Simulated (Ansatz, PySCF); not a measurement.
HgI2, SMILES [I][Hg][I] (connectivity only; charge and spin as stated), charge -1, multiplicity 2. Atoms are numbered in the order given.

```xyz
3

Hg     0.0000     0.0000    -0.1528
I      0.0000    -3.0625    -0.1528
I      0.0000     3.0625    -0.1528
```
Charge -1, spin multiplicity 2.

Geometry: B3LYP-D3(BJ)/def2-SVPD. The spin state was assumed, not searched. The isomer is the one that the SMILES or the coordinates give; other isomers of the formula were not compared. The def2 effective core potentials stand for the cores of Hg, I; spin–orbit coupling is left out.

Two levels are set side by side: PBE-D3(BJ)/def2-SVPD (Ansatz, a program for electronic structure) and B3LYP-D3(BJ)/def2-SVPD (Ansatz). Each level has its own optimised geometry; the coordinates shown are those of the second. Frequencies come from the Hessian of PySCF at each geometry. Differences are taken from unrounded values.

| quantity | B3LYP-D3(BJ) |
|---|---|
| mean bond length (Å) | 3.063 |
| bond Hg1–I2 (Å) | 3.063 |
| bond Hg1–I3 (Å) | 3.063 |
| highest harmonic wavenumber (cm⁻¹) | 103 |
| mean harmonic wavenumber (cm⁻¹) | 49 |
| zero-point energy (kcal/mol) | 0.28 |

What does PBE-D3(BJ) give, and how far is it from B3LYP-D3(BJ)? (The exact figures need the calculation; the answer reports its results.)


```
quantity                            PBE-D3(BJ)  PBE-D3(BJ) minus B3LYP-D3(BJ)
----------------------------------  ----------  -----------------------------
mean bond length (Å)                     3.037                         -0.026
bond Hg1–I2 (Å)                          3.037                         -0.026
bond Hg1–I3 (Å)                          3.037                         -0.026
highest harmonic wavenumber (cm⁻¹)         104                              2
mean harmonic wavenumber (cm⁻¹)             50                              1
zero-point energy (kcal/mol)              0.29                           0.01
```
